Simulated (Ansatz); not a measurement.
Species: C$_{3}$HF$_{4}$ (charge 0, doublet). It need not be the lowest isomer of its formula. 
Geometry from a B3LYP-D3(BJ)/def2-TZVP (Ansatz, a program for electronic structure) optimisation:
```
C
C 1 1.2989
F 1 1.3529 2 123.59
H 2 1.0731 1 143.18 3 0.00
C 1 1.5101 2 125.35 4 -180.00
F 5 1.3378 1 111.09 2 0.00
F 5 1.3438 6 108.25 1 121.93
F 5 1.3438 6 108.25 7 116.13
```
Charge 0, spin multiplicity 2.

Basis-set convergence of Hartree-Fock and CCSD(T) correlation energies (hartree) with Ansatz. Valence correlation only, unless marked. Open shells are spin-unrestricted. No spin-orbit coupling. No relativistic terms.

The UHF reference is spin-contaminated (<S^2> 0.19 over the pure value in the largest basis). 

```csv
basis,functions,E(HF),"E(corr, CCSD(T))"
cc-pVDZ,103,-511.87685,-1.14741
cc-pVTZ,224,-512.04521,-1.49025
cc-pVQZ,415,-512.08474,-1.60989
```

Extrapolating the two largest sets (X = 3 and 4) as X^-3: E(corr) = (64·(-1.60989) - 27·(-1.49025))/37 = -1.6972 Eh, an estimate of the basis-set limit. The largest set recovers 94.9 % of it, the smallest 67.6 %.
